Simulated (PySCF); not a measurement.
**Potential energy of AuF along the bond**

Set-up: basis Au def2-TZVPP with ECP60, F def2-TZVPP; scalar-relativistic core potentials; PySCF 2.14. Energies in eV from Au (5d10 6s1) + F in their ground configurations at the same level. State: ¹Σ⁺ (singlet), closed shell.

All columns are PBE0. A positive dipole means Au(−)F(+).

```
R (Å)  E (eV)  μ (D)  Mulliken charge on Au (basis-dependent)  HOMO (eV)  LUMO (eV)  Mayer bond order  ⟨S²⟩
1.667  -1.644  -2.93                                     0.38      -7.97      -3.14              1.01  0.00
1.745  -2.294  -3.38                                     0.41      -8.07      -3.42              0.96  0.00
1.823  -2.634  -3.78                                     0.43      -8.17      -3.66              0.91  0.00
1.881  -2.748  -4.05                                     0.45      -8.25      -3.82              0.88  0.00
1.939  -2.777  -4.30                                     0.47      -8.33      -3.96              0.85  0.00
1.997  -2.742  -4.54                                     0.48      -8.41      -4.10              0.83  0.00
2.075  -2.628  -4.84                                     0.50      -8.50      -4.27              0.80  0.00
2.172  -2.415  -5.18                                     0.51      -8.59      -4.46              0.78  0.00
2.288  -2.106  -5.56                                     0.52      -8.65      -4.68              0.76  0.00
2.443  -1.669  -6.01                                     0.52      -8.54      -4.93              0.76  0.00
```

A fit through these points gives, at Re = 1.933 Å, μ = -4.28 D and dμ/dR = -4.26 D/Å; the reduced mass is 17.33 u.

Problem. How strong is the fundamental in the double-harmonic approximation, I = 42.26·(dμ/dR)²/μred km/mol?

Solution. I = 42.26·(-4.26)²/17.33 = 44.3 km/mol at PBE0.

These are scalar-relativistic numbers at best; spin–orbit coupling would shift them, the dissociation energy most.
